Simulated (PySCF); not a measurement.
AlBr$_{2}$ (SMILES [Br][Al+][Br]), charge +1, singlet, at a GFN2-xTB geometry (such geometries of metal compounds can be far from the true shape); PySCF with R2SCAN/6-31G**.

Input for PySCF:
```python
from pyscf import gto, scf, dft

mol = gto.Mole()
mol.atom = '''
    Al    0.00000000    0.00000000    0.00000000
    Br   -0.00000000   -0.00000000   -2.20949008
    Br    0.00000000    0.00000000    2.20949008
'''
mol.basis = '6-31g**'
mol.charge = 1
mol.verbose = 4
mol.build()

mf = dft.RKS(mol)
mf.xc = 'r2scan'
mf.grids.atom_grid = (99, 590)
mf.grids.prune = None
mf.kernel()
```

What the program printed (banner, timings and long lists left out):

```
PySCF version 2.14.0

[INPUT] verbose = 4
[INPUT] num. atoms = 3
[INPUT] num. electrons = 82
[INPUT] charge = 1
[INPUT] spin (= nelec alpha-beta = 2S) = 0
[INPUT] symmetry False subgroup None
[INPUT] Mole.unit = angstrom
[INPUT] Symbol           X                Y                Z      unit          X                Y                Z       unit  Magmom
[INPUT]  1 Al     0.000000000000   0.000000000000   0.000000000000 AA    0.000000000000   0.000000000000   0.000000000000 Bohr   0.0
[INPUT]  2 Br     0.000000000000   0.000000000000  -2.209490080000 AA    0.000000000000   0.000000000000  -4.175331126143 Bohr   0.0
[INPUT]  3 Br     0.000000000000   0.000000000000   2.209490080000 AA    0.000000000000   0.000000000000   4.175331126143 Bohr   0.0

nuclear repulsion = 364.641738344306
number of shells = 32
number of NR pGTOs = 241
number of NR cGTOs = 82
basis = 6-31g**
ecp = {}

******** <class 'pyscf.dft.rks.RKS'> ********
method = RKS
initial guess = minao
damping factor = 0
level_shift factor = 0
DIIS = <class 'pyscf.scf.diis.CDIIS'>
diis_start_cycle = 1
diis_space = 8
diis_damp = 0
SCF conv_tol = 1e-09
SCF conv_tol_grad = None
SCF max_cycles = 50
direct_scf = True
direct_scf_tol = 1e-13
XC library pyscf.dft.libxc version 7.1.2
    S. Lehtola, C. Steigemann, M. J. T. Oliveira, and M. A. L. Marques,  SoftwareX 7, 1–5 (2018)
XC functionals = r2scan
    J. W. Furness, A. D. Kaplan, J. Ning, J. P. Perdew, and J. Sun,  J. Phys. Chem. Lett. 11, 8208–8215 (2020)
    J. W. Furness, A. D. Kaplan, J. Ning, J. P. Perdew, and J. Sun,  J. Phys. Chem. Lett. 11, 9248–9248 (2020)
    J. W. Furness, A. D. Kaplan, J. Ning, J. P. Perdew, and J. Sun,  J. Phys. Chem. Lett. 11, 8208–8215 (2020)
    J. W. Furness, A. D. Kaplan, J. Ning, J. P. Perdew, and J. Sun,  J. Phys. Chem. Lett. 11, 9248–9248 (2020)
radial grids:
    Treutler-Ahlrichs [JCP 102, 346 (1995); DOI:10.1063/1.469408] (M4) radial grids

becke partition: Becke, JCP 88, 2547 (1988); DOI:10.1063/1.454033
pruning grids: None
grids dens level: 3
symmetrized grids: False
atomic radii adjust function: <function treutler_atomic_radii_adjust>
User specified grid scheme (99, 590)
small_rho_cutoff = 0
Set gradient conv threshold to 3.16228e-05
Initial guess from minao.
tot grids = 175232
init E= -5388.28585266928
  HOMO = -0.338029985294609  LUMO = -0.142612207908503  gap/eV = 5.31759
cycle= 1 E= -5389.79269210285  delta_E= -1.51  |g|= 0.362  |ddm|= 2.07
  HOMO = -0.492304769878508  LUMO = -0.376156835246644  gap/eV = 3.16055
cycle= 2 E= -5389.64567781765  delta_E= 0.147  |g|= 0.722  |ddm|= 1.73
  HOMO = -0.511215308945577  LUMO = -0.351300796475553  gap/eV = 4.35150
cycle= 3 E= -5389.84879343985  delta_E= -0.203  |g|= 0.102  |ddm|= 1.13
  HOMO = -0.504053585971542  LUMO = -0.34583030076544  gap/eV = 4.30547
cycle= 4 E= -5389.84964121232  delta_E= -0.000848  |g|= 0.0131  |ddm|= 0.077
  HOMO = -0.503730194208492  LUMO = -0.345263766675703  gap/eV = 4.31209
cycle= 5 E= -5389.84965726881  delta_E= -1.61e-05  |g|= 0.00187  |ddm|= 0.0101
  HOMO = -0.503560471893769  LUMO = -0.345155145156874  gap/eV = 4.31043
cycle= 6 E= -5389.84965834623  delta_E= -1.08e-06  |g|= 0.00059  |ddm|= 0.00224
  HOMO = -0.503656649117403  LUMO = -0.345216695657163  gap/eV = 4.31137
cycle= 7 E= -5389.84965845999  delta_E= -1.14e-07  |g|= 6.22e-05  |ddm|= 0.000969
  HOMO = -0.503639213115153  LUMO = -0.345198308804068  gap/eV = 4.31140
cycle= 8 E= -5389.84965846111  delta_E= -1.12e-09  |g|= 2.97e-06  |ddm|= 0.000129
  HOMO = -0.503639044308245  LUMO = -0.345198393154485  gap/eV = 4.31139
cycle= 9 E= -5389.84965846111  delta_E= -3.64e-12  |g|= 2.77e-07  |ddm|= 2.94e-06
  HOMO = -0.50363904032188  LUMO = -0.345198334261511  gap/eV = 4.31139
Extra cycle  E= -5389.84965846111  delta_E= 1.82e-12  |g|= 4.96e-07  |ddm|= 1.15e-06
converged SCF energy = -5389.84965846111
```
